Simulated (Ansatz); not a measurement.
Calculated with Ansatz (gas phase, PBE0-D4/def2-TZVP geometries, no zero-point term in ΔE). CBS: MP2 limit from def2 TZ/QZ plus the TZ coupled-cluster correction, frozen cores. DFT in def2-TZVPP. B3LYP here is the variant with VWN-RPA as its local correlation; programs differ in this. HSE06 is defined as in plane-wave codes. One conformer a species, not always the lowest.

Consider the isomerisation: `OB1CC1` → `CBC=O`.

`OB1CC1`:

```xyz
9

O     0.210   -0.631   -1.918
B     0.064   -0.258   -0.639
C     0.040    0.826    0.430
C    -0.207   -0.687    0.789
H     0.393    0.109   -2.504
H     0.960    1.266    0.806
H    -0.812    1.492    0.538
H     0.562   -1.172    1.383
H    -1.210   -0.946    1.115
```

`CBC=O`:

```xyz
9

C     1.197   -0.167   -0.196
B    -0.261    0.294   -0.449
C    -1.410    0.008    0.588
O    -1.972   -1.064    0.492
H     1.716    0.723    0.198
H     1.304   -0.952    0.554
H     1.733   -0.440   -1.107
H    -0.572    0.870   -1.454
H    -1.736    0.730    1.375
```

```json
{"level": "LDA (SPW92)", "ΔE (kcal/mol)": "34.2", "difference from CCSD(T)/CBS": "8.6"}
{"level": "revPBE-D4", "ΔE (kcal/mol)": "23.2", "difference from CCSD(T)/CBS": "-2.4"}
{"level": "B97M-V", "ΔE (kcal/mol)": "27.0", "difference from CCSD(T)/CBS": "1.4"}
{"level": "PBE0-D4", "ΔE (kcal/mol)": "28.2", "difference from CCSD(T)/CBS": "2.6"}
{"level": "B3LYP-D4", "ΔE (kcal/mol)": "23.0", "difference from CCSD(T)/CBS": "-2.6"}
{"level": "PBE-QIDH", "ΔE (kcal/mol)": "28.9", "difference from CCSD(T)/CBS": "3.3"}
{"level": "r2SCANh", "ΔE (kcal/mol)": "27.5", "difference from CCSD(T)/CBS": "1.9"}
{"level": "HSE06", "ΔE (kcal/mol)": "28.2", "difference from CCSD(T)/CBS": "2.6"}
{"level": "CCSD(T)/def2-SVP", "ΔE (kcal/mol)": "23.5", "difference from CCSD(T)/CBS": "-2.1"}
{"level": "HF/def2-QZVPP", "ΔE (kcal/mol)": "19.4", "difference from CCSD(T)/CBS": "-6.2"}
{"level": "CCSD(T)/CBS", "ΔE (kcal/mol)": "25.6", "difference from CCSD(T)/CBS": "0"}
```

Largest T1 diagnostic among the species: 0.016.

At CCSD(T), def2-SVP lies −2.1 kcal/mol from the extrapolated value and def2-TZVPP −1.0 kcal/mol. From r2SCAN to r2SCAN0 (25 % exact exchange), in def2-TZVPP and without D4, ΔE moves by +2.4 kcal/mol. In def2-TZVPP, CCSD(T) changes the Hartree–Fock value by +5.3 kcal/mol (the triples alone add −0.1 kcal/mol) and MP2 by +8.5 kcal/mol.
